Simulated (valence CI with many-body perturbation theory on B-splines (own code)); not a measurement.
Level structure of Os61+

Computed by relativistic CI+MBPT: five valence electrons over a frozen Dirac-Fock core [Ne], radial functions for each j: 9 s, 9 p, 8 d, 6 f, 3 g, 1 h, with the one-electron correlation potential Σ1 (screened to all orders), the two-electron term Σ2, the three-electron term Σ3, Breit, model QED; selected single and double excitations, second order for the rest, scaled by the run's own slope (own B-spline code, finite nucleus).

No measured spectrum was set against this ion. As an estimate, large intervals hold to a few tenths of a per cent, small ones and those within an open d or f shell to about a per cent. Among the levels kept, up to 1200 cm⁻¹ of a level comes from second order outside the variational space, and about a tenth of that is noise between levels of different J, which matters for small intervals.

Levels 1 to 33 of 33, with energies above the lowest level, (3s^2 3p1/2^2 3p3/2) J=3/2. "Leading %" is the weight of the configuration and term that name the level; weights of strongly mixed levels are sums over their largest components and can fall short, so below about 35 % the name and the second component can differ from the true leading terms, or belong to a minority configuration. In the jj column 3d3/2^4 stands for four electrons in 3d with j = 3/2. Lifetimes count E1, E2, E3, M1 and M2 decay at the calculated energies, and are blank where another channel may lead or the interval is too uncertain; long ones can be off by a factor of two.

```tsv
No.	Configuration	Term	J	E (eV)	Leading %	Leading jj	Lifetime
1	3s²3p³	²P°	3/2	0.00	48	3s^2 3p1/2^2 3p3/2 (99 %)	
2	3s²3p²3d	²D	3/2	237.69	41	3s^2 3p1/2^2 3d3/2 (99 %)	73.9 ps
3	3s²3p²3d	²D	5/2	343.52	34	3s^2 3p1/2^2 3d5/2 (98 %)	3.65 ps
4	3s²3p³	⁴S°	3/2	389.46	55	3s^2 3p1/2 3p3/2^2 (99 %)	1.76 ns
5	3s²3p³	²D°	5/2	401.59	99	3s^2 3p1/2 3p3/2^2 (99 %)	4.47 ns
6	3s²3p³	²P°	1/2	417.52	99	3s^2 3p1/2 3p3/2^2 (99 %)	2.99 ns
7	3s3p⁴	⁴P	5/2	571.54	66	3s 3p1/2^2 3p3/2^2 (93 %)	2.33 ps
8	3s3p⁴	²P	3/2	601.96	33	3s 3p1/2^2 3p3/2^2 (66 %)	916 fs
9	3s3p⁴	²S	1/2	604.33	54	3s 3p1/2^2 3p3/2^2 (84 %)	1.18 ps
10	3s²3p²3d	⁴F	5/2	624.37	47	3s^2 3p1/2 3p3/2 3d3/2 (98 %)	105 ps
11	3s²3p²3d	⁴D	1/2	627.85	80	3s^2 3p1/2 3p3/2 3d3/2 (99 %)	81.0 ps
12	3s²3p²3d	⁴F	3/2	628.21	32	3s^2 3p1/2 3p3/2 3d3/2 (91 %)	2.81 ps
13	3s²3p²3d	²G	7/2	637.08	53	3s^2 3p1/2 3p3/2 3d3/2 (98 %)	673 ps
14	3s²3p²3d	²D	5/2	667.95	36	3s^2 3p1/2 3p3/2 3d3/2 (94 %)	260 fs
15	3s²3p²3d	²P	1/2	678.82	38	3s^2 3p1/2 3p3/2 3d3/2 (87 %)	193 fs
16	3s²3p²3d	²D	3/2	679.79	26	3s^2 3p1/2 3p3/2 3d3/2 (76 %)	135 fs
17	3s²3p²3d	⁴D	7/2	716.67	47	3s^2 3p1/2 3p3/2 3d5/2 (100 %)	673 ps
18	3s²3p²3d	²P	3/2	729.90	46	3s^2 3p1/2 3p3/2 3d5/2 (97 %)	4.18 ps
19	3s²3p²3d	²G	9/2	730.00	63	3s^2 3p1/2 3p3/2 3d5/2 (99 %)	95.0 ns
20	3s²3p²3d	²F	5/2	733.49	38	3s^2 3p1/2 3p3/2 3d5/2 (98 %)	5.04 ps
21	3s²3p²3d	²D	5/2	753.86	41	3s^2 3p1/2 3p3/2 3d5/2 (95 %)	1.24 ps
22	3s²3p²3d	²F	7/2	755.50	63	3s^2 3p1/2 3p3/2 3d5/2 (97 %)	1.84 ps
23	3s²3p²3d	²D	3/2	764.47	60	3s^2 3p1/2 3p3/2 3d5/2 (98 %)	2.42 ps
24	3s²3p²3d	²P	1/2	768.40	55	3s^2 3p1/2 3p3/2 3d5/2 (96 %)	1.72 ps
25	3s3p³3d	⁴D°	5/2	804.95	29	3s 3p1/2^2 3p3/2 3d3/2 (96 %)	21.3 ps
26	3s3p³3d	⁴D°	3/2	807.03	24	3s 3p1/2^2 3p3/2 3d3/2 (91 %)	9.91 ps
27	3s²3p³	²P°	3/2	808.88	48	3s^2 3p3/2^3 (92 %)	50.4 ps
28	3s3p³3d	⁴P°	1/2	809.53	46	3s 3p1/2^2 3p3/2 3d3/2 (97 %)	21.5 ps
29	3s3p³3d	⁴F°	7/2	816.10	23	3s 3p1/2^2 3p3/2 3d3/2 (94 %)	20.0 ps
30	3s3p³3d	²D°	3/2	835.08	28	3s 3p1/2^2 3p3/2 3d3/2 (83 %)	1.22 ps
31	3s3p³3d	²F°	5/2	845.94	21	3s 3p1/2^2 3p3/2 3d3/2 (76 %)	707 fs
32	3s3p³3d	⁴D°	1/2	850.72	42	3s 3p1/2^2 3p3/2 3d3/2 (87 %)	590 fs
33	3s²3p3d²	⁴G°	5/2	877.04	40	3s^2 3p1/2 3d3/2^2 (76 %)	389 fs
```

Where two levels of one J and parity lie close, their mixing, g and order are uncertain.

The ionisation energy to 3s²3p² ³P0 of the next ion comes out as 6505.6 eV (NIST: 6503 ± 12 eV (theoretical)). All 33 levels together are meant to be complete up to 879.77 eV.
